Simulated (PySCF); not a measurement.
# Shapes and spin states of GeF2

These are results of PySCF, PBE, basis Ge def2-TZVP, F def2-TZVP (no relativity, density fitting), not measurements.

Relaxations began from a few typed shapes and spin states; open shells are unrestricted. The search is not exhaustive: other isomers or separated fragments can lie lower, and high-lying points may rest on an excited occupation.

Order these stationary points by electronic energy, lowest first, in kJ/mol from the lowest minimum.
A. triplet C2v: Ge–F 1.770 Å (×2); F–Ge–F 115.0°
B. singlet C2v: Ge–F 1.772 Å (×2); F–Ge–F 97.8°
C. singlet D∞h: Ge–F 1.858 Å (×2); F–Ge–F 180.0°

B (0.0), C (149.8), A (340.4).

Which of them are minima?

By energy in kJ/mol, 0.0: minimum; 149.8: saddle point, 2 imaginary modes; 340.4: minimum.

Counting electrons, germanium keeps 2 of its valence electrons outside its bonds, so the VSEPR class is AX2E1 and the expected shape is bent (C2v), as computed.
